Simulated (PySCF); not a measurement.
**Worked example: entropy of an ideal gas**

H3InSe, SMILES [SeH][InH2].

Geometry optimised at PBE0-D3(BJ)/def2-TZVP. The def2 effective core potentials stand for the cores of In; spin–orbit coupling is left out.

PBE0-D3(BJ)/def2-TZVP run with PySCF gives the harmonic wavenumbers 240, 323, 342, 514, 571, 603, 1846, 1857, 2446 cm⁻¹ and the rotational temperatures 3.4847, 0.0801, 0.0783 K. The molar mass is 196.81 g/mol, the symmetry number 1, the spin multiplicity 1.

Task: Work out the entropy at 298.15 K and 1 atm in the rigid-rotor, harmonic-oscillator model.

Result: 
Translation (Sackur–Tetrode at 1 atm): S = R[1.5 ln M + 2.5 ln T − 1.16487] = 174.6 J/(mol K).
Rotation: q = (√π/σ) T^1.5/√(θA θB θC) = 61700, S = R[ln q + 3/2] = 104.2 J/(mol K).
Vibration: with u = 1.4388 ν/T, each mode gives R[u/(e^u − 1) − ln(1 − e^−u)]:
```
ν (cm⁻¹)  modes     u  S (J/(mol K))
--------  -----  ----  -------------
240           1  1.16           7.54
323           1  1.56           5.42
342           1  1.65           5.03
514           1  2.48           2.61
571           1  2.76           2.10
603           1  2.91           1.86
1846          1  8.91           0.01
1857          1  8.96           0.01
```
The stiffer modes add less than 0.005 each. Sum 24.6 J/(mol K).
Spin: R ln 1 = 0.0 J/(mol K).
Total 303.4 J/(mol K); the program's own thermochemistry gives 303.4. Translation makes up 58 % and vibration 8 %. Anharmonicity, hindered rotation and orbital degeneracy are left out.
